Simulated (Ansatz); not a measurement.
A nudged elastic band was laid between two geometries of GaH4N (6 atoms, charge 0, multiplicity 1).

These are results of Ansatz, RKS PBE-D4/def2-SVPD, not measurements.

| Item | Value |
| --- | --- |
| movable images | 7 |
| climbing image | yes |
| spring | 5.0 eV/Å² |
| optimiser | quadratic models (default) |
| start path | through a guess of the saddle point |
| force threshold | 0.03 eV/Å |
| iteration limit | 60 |
| end points | relaxed |

Image 0:

```xyz
6
Properties=species:S:1:pos:R:3
Ga 0.114 -0.766 0.412
H 1.515 -0.968 1.086
N -0.130 0.832 -0.449
H 0.580 1.561 -0.503
H -1.095 -1.763 0.387
H -0.985 1.104 -0.932
```

Image 8:

```xyz
6
Properties=species:S:1:pos:R:3
Ga -0.842 -0.585 -0.069
H 1.947 -0.226 0.908
N -0.643 0.990 -0.725
H 1.620 0.343 0.503
H -0.674 -1.941 0.646
H -1.408 1.420 -1.263
```

Which bonds break or form, and what moves?

Bonds broken: Ga1–H2, N3–H4. Bonds formed: H2–H4. GaH4N becomes GaH2N + H2.

What energy profile does the band end with?

The forces met the threshold. The highest image is number 5 of 0 to 8, 2.98 eV above the first end and 0.48 eV above the last; the last end lies 2.50 eV above the first. Neighbouring images differ by up to 1.3 eV, so the band resolves the path poorly. A vibrational analysis at the climbing image gives one clearly imaginary mode, 1167i cm⁻¹: a first-order saddle point. The orbitals stay closed-shell, which can raise the energy where a bond breaks towards radicals; this wasn't checked here.

```json
{"image": "0", "path coordinate (Å)": "0.00", "energy (eV)": "0.00", "Ga1–H2 (Å)": "1.57", "N3–H4 (Å)": "1.02", "H2–H4 (Å)": "3.13"}
{"image": "1", "path coordinate (Å)": "0.40", "energy (eV)": "0.08", "Ga1–H2 (Å)": "1.57", "N3–H4 (Å)": "1.02", "H2–H4 (Å)": "2.73"}
{"image": "2", "path coordinate (Å)": "0.80", "energy (eV)": "0.32", "Ga1–H2 (Å)": "1.57", "N3–H4 (Å)": "1.02", "H2–H4 (Å)": "2.28"}
{"image": "3", "path coordinate (Å)": "1.20", "energy (eV)": "0.87", "Ga1–H2 (Å)": "1.62", "N3–H4 (Å)": "1.03", "H2–H4 (Å)": "1.79"}
{"image": "4", "path coordinate (Å)": "1.61", "energy (eV)": "2.14", "Ga1–H2 (Å)": "1.77", "N3–H4 (Å)": "1.16", "H2–H4 (Å)": "1.34"}
{"image": "5", "path coordinate (Å)": "2.01", "energy (eV)": "2.98", "Ga1–H2 (Å)": "1.95", "N3–H4 (Å)": "1.49", "H2–H4 (Å)": "0.95"}
{"image": "6", "path coordinate (Å)": "2.44", "energy (eV)": "2.70", "Ga1–H2 (Å)": "2.26", "N3–H4 (Å)": "1.88", "H2–H4 (Å)": "0.80"}
{"image": "7", "path coordinate (Å)": "2.88", "energy (eV)": "2.53", "Ga1–H2 (Å)": "2.59", "N3–H4 (Å)": "2.27", "H2–H4 (Å)": "0.78"}
{"image": "8", "path coordinate (Å)": "3.31", "energy (eV)": "2.50", "Ga1–H2 (Å)": "2.98", "N3–H4 (Å)": "2.65", "H2–H4 (Å)": "0.77"}
```

What is the geometry of the highest image?


```xyz
6
Properties=species:S:1:pos:R:3
Ga -0.421 -0.685 0.151
H 1.396 -0.166 0.651
N -0.246 0.935 -0.546
H 1.014 0.547 0.157
H -0.804 -2.103 0.671
H -0.940 1.472 -1.084
```

Time of the run: 2.2 min on 2 threads of Arm Neoverse N1 (shared host), peak memory 0.15 GiB.
